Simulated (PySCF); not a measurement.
Al(H)(OMe)(SeH) (CH₅AlOSe), SMILES C[O][AlH][SeH].

Coordinates come from a PBE-D3(BJ)/def2-SVP optimisation. One conformer was computed; it need not be the lowest.

Two levels are set side by side: TDA-PBE/def2-SVPD (PySCF) and TDA-PBE0/def2-SVPD (PySCF). Vertical, same geometry. The lowest singlet is HOMO→LUMO 88 % with PBE and HOMO→LUMO+1 74 %, HOMO→LUMO+2 23 % with the other functional; states are paired by order. Differences are taken from unrounded values.

```csv
quantity,TDA-PBE0,TDA-PBE,TDA-PBE minus TDA-PBE0
lowest singlet excitation (eV),5.55,5.11,-0.44
lowest triplet excitation (TDA) (eV),4.85,4.39,-0.45
first bright state (f over 0.05) (eV),5.62,5.11,-0.51
its oscillator strength,0.06,0.06,-0.01
```

A lower first singlet is the usual sign of a functional without exact exchange. Differences between two approximate levels are no errors against the true value.

Rough cost on one machine, each run with all the roots and properties that it gave: TDA-PBE0 against TDA-PBE about 2 times.
